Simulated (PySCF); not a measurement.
A PySCF script (with the pyscf-properties extension) for the NMR shieldings of Toluidine (Methylaniline), C7H9N, on a GFN2-xTB geometry:

```python
import basis_set_exchange as bse
import numpy as np
from pyscf import gto, dft
from pyscf.prop import nmr

atoms = """
C     2.315020   -0.928662   -0.318250
C     1.030063   -0.190078   -0.088966
C     1.037485    1.163236    0.226427
C    -0.155023    1.838781    0.417760
C    -1.363057    1.181296    0.297146
C    -1.390622   -0.176211   -0.020043
N    -2.593652   -0.829709   -0.215723
C    -0.183563   -0.847676   -0.205244
H     2.579852   -0.895735   -1.375762
H     3.127598   -0.476893    0.245970
H     2.220854   -1.972830   -0.028203
H     1.977452    1.686144    0.323610
H    -0.143084    2.889572    0.668898
H    -2.293484    1.710352    0.446367
H    -3.402624   -0.403303    0.207022
H    -2.568560   -1.834309   -0.144057
H    -0.201653   -1.901945   -0.446863
"""
names = dict.fromkeys(["C", "N", "H"], "pcSseg-1")
basis = {el: gto.basis.parse(bse.get_basis(n, elements=[el], fmt="nwchem")) for el, n in names.items()}
mol = gto.M(atom=atoms, basis=basis, charge=0, verbose=0)
mf = dft.RKS(mol, xc="PBE0")
mf.grids.level = 2
mf.grids.alignment = dft.numint.BLKSIZE   # the property module wants whole blocks of grid points
mf.conv_tol = 1e-9
mf.kernel()

calc = nmr.RKS(mf)   # GIAO
C = mf.mo_coeff
Co = C[:, mf.mo_occ > 0]
resp = mf.gen_response(singlet=True, hermi=2)
def vind(x):   # induced exchange potential for any number of trial vectors
    d = np.einsum("pi,xij,qj->xpq", C, 2 * x.reshape(-1, C.shape[1], Co.shape[1]), Co, optimize=True)
    return np.einsum("xpq,pi,qj->xij", resp(d - d.transpose(0, 2, 1)), C, Co, optimize=True).ravel()
mo1, _ = nmr.rhf.solve_mo1(calc, with_cphf=vind)
sigma = calc.kernel(mo1)
for i, s in enumerate(sigma):   # ppm
    print("%2d %-2s %9.2f" % (i, mol.atom_pure_symbol(i), np.trace(s) / 3))
```

**Question.** What are the results?

**Answer.** 
```
 0 C     162.71
 1 C      42.35
 2 C      64.55
 3 C      51.77
 4 C      72.94
 5 C      34.55
 6 N     191.53
 7 C      69.93
 8 H      29.01
 9 H      29.49
10 H      29.53
11 H      25.03
12 H      24.41
13 H      25.20
14 H      28.39
15 H      28.39
16 H      25.16
```

These numbers come from an equivalent density-fitted implementation of the same equations, which agrees with the script to about 0.01 ppm for H and up to a few tenths of a ppm for heavy atoms, so last digits may differ.

**Question.** Turn these shieldings into chemical shifts. δ = σ(ref) − σ, references computed at the same level: TMS for $^{13}$C (186.93 ppm) and $^{1}$H (31.72 ppm); $^{15}$N (267.73 ppm) against NH3.

**Answer.** Averaging equivalent atoms: C 5: 152.4; C 1: 144.6; C 3: 135.2; C 2: 122.4; C 7: 117.0; C 4: 114.0; C 0: 24.2; N 6: 76.2; H 12: 7.31; H 11: 6.68; H 16: 6.56; H 13: 6.51; H 14/15: 3.33; H 8/9/10: 2.38 ppm. Experimental scales use liquid or dissolved standards, which lie at an offset from isolated NH3 (liquid NH3: subtract about 20 ppm).

Size and cost of the density-fitted run: 181 basis functions, 25 s wall time on 1 thread of an Arm Neoverse V2, shared host.
